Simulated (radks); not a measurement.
Problem. These are the eigenvalues of the occupied orbitals of an atom or ion with whole-number occupations (Ry). Method: Dirac Kohn-Sham, PBE, spin-unpolarised, spherical densities, point nucleus; computed with a radial shooting solver on a logarithmic mesh with Libxc functionals.

1s1/2: -99.88880
2s1/2: -11.81425
2p1/2: -9.48629
2p3/2: -9.45990

Which element is it, and in what charge state? The configuration may be excited. Open shells, if any, are shared by 2j + 1.

Solution. Z = 12, magnesium, charge +4: Mg4+ in [He] 2s2 2p4. The list shows which subshells hold electrons but not how many an open one holds; the 1s level, -49.944 hartree, gives Z - s = 10.0 by -(Z - s)^2/2, which with screening and relativity narrows Z to a few neighbours, and the depths of the outer levels then fix element, charge and occupations together.
